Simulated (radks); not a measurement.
Exchange energies: the exact (Fock) value of the Kohn-Sham orbitals and density-functional approximations, as 100 (|E| - |E exact|)/|E exact|, negative where the magnitude is too small. Species: Mo [Kr] 4d5 5s1; Pb2+ [Hg]. All-electron calculation, non-relativistic Kohn-Sham, LDA (Slater exchange, Perdew-Wang correlation), spin-polarised, spherical densities, point nucleus. Program: a radial shooting solver on a logarithmic mesh with Libxc functionals. Every spin shell is full or empty, so the densities are truly spherical. Functionals are evaluated on that one density, not self-consistently.

functional             Mo      Pb2+
exact (hartree)  -119.722  -358.542
LDA                 -5.16     -3.75
PBE                 -0.38     -0.34
PBEsol              -2.36     -1.77
revPBE              -0.22     -0.25
PW91                +0.05     +0.05
PW86                -0.04     -0.40
WC                  -0.87     -0.61
G96                 +0.38     +0.47
APBE                +0.41     +0.24
SCAN                +0.25     +0.05
r2SCAN              -0.03     -0.18
MVS                 +0.07     +0.07
